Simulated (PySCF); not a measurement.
PySCF 2.14 output of an unrestricted PBE0 calculation on a single atom or ion in aug-cc-pVQZ-PP with ECP10MDF, with scalar relativity through the core potential:

```
SCF conv_tol = 1e-09
number electrons alpha = 11  beta = 10
    C. Adamo and V. Barone.,  J. Chem. Phys. 110, 6158 (1999)
    M. Ernzerhof and G. E. Scuseria.,  J. Chem. Phys. 110, 5029 (1999)
cycle= 1 E= -259.304110226169  delta_E= -0.00435  |g|= 0.118  |ddm|= 1.26
cycle= 2 E= -259.303310525326  delta_E= 0.0008  |g|= 0.133  |ddm|=    1
cycle= 3 E= -259.306484601111  delta_E= -0.00317  |g|= 0.00192  |ddm|= 0.506
cycle= 4 E= -259.306486072012  delta_E= -1.47e-06  |g|= 0.000174  |ddm|= 0.0293
cycle= 5 E= -259.306486167226  delta_E= -9.52e-08  |g|= 1.9e-05  |ddm|= 0.0115
cycle= 6 E= -259.30648616788  delta_E= -6.54e-10  |g|= 7.51e-07  |ddm|= 0.000916
converged SCF energy = -259.30648616788  <S^2> = 0.75002815  2S+1 = 2.0000281
```

The run itself started from symmetry-adapted Hartree-Fock orbitals and held the occupation by maximum overlap, on a logarithmic radial grid, so the iterations belong to that start.

Problem. Which element, charge and spin multiplicity is this?

Solution. Ga (gallium, neutral), multiplicity 2; the state was [Ar] 3d10 4s2 5s1, 2S determinant (an excited configuration).

Energies and moments cover only the electrons outside the core potential. The outer electron is Rydberg-like, and this basis confines it to a smaller radius and binds it less than a complete one would.
